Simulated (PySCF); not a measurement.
CH₈O₃Si₂, SMILES C[Si](O)(O)[SiH2]O.

Geometry: TPSSh-D3(BJ)/def2-SVP. This is a generated structure with no PubChem entry under its InChIKey; it may be hypothetical. One conformer was computed; it need not be the lowest.

Two levels are set side by side: TDA-PBE/def2-SVPD (PySCF) and TDA-CAM-B3LYP/def2-SVPD (PySCF). Vertical, same geometry. The lowest singlet is HOMO→LUMO 97 % with PBE and HOMO→LUMO 89 % with the other functional; states are paired by order. Differences are taken from unrounded values.

```tsv
quantity	TDA-CAM-B3LYP	TDA-PBE	TDA-PBE minus TDA-CAM-B3LYP
lowest singlet excitation (eV)	6.27	5.39	-0.88
lowest triplet excitation (TDA) (eV)	5.61	4.91	-0.70
```

A lower first singlet is the usual sign of a functional without exact exchange. Differences between two approximate levels are no errors against the true value.

Rough cost on one machine, each run with all the roots and properties that it gave: TDA-CAM-B3LYP against TDA-PBE about 5 times.
